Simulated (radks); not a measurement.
Q: The mean radii <r> (bohr) of the occupied orbitals of an atom or ion are listed with their occupations. All-electron calculation, non-relativistic Kohn-Sham, TPSS, spin-polarised, spherical densities, point nucleus; meta-GGA in the generalised Kohn-Sham scheme. Program: a radial shooting solver on a logarithmic mesh with Libxc functionals.

| orbital | occ. | <r> |
|---|---|---|
| 1s | 2 | 0.03169 |
| 2s | 2 | 0.1371 |
| 2p | 6 | 0.1170 |
| 3s | 2 | 0.3652 |
| 3p | 6 | 0.3558 |
| 3d | 10 | 0.3251 |

Name the element and its charge. Open shells, if any, are filled with parallel spins first.

A: Z = 48, cadmium, charge +20: Cd20+ in [Ar] 3d10. The 1s radius gives Z: for a bare nucleus <r> = 1.5/Z, 0.03125 bohr for Z = 48, and screening makes it slightly larger (0.03169 here). The occupations add up to 28, and the charge is Z minus that.
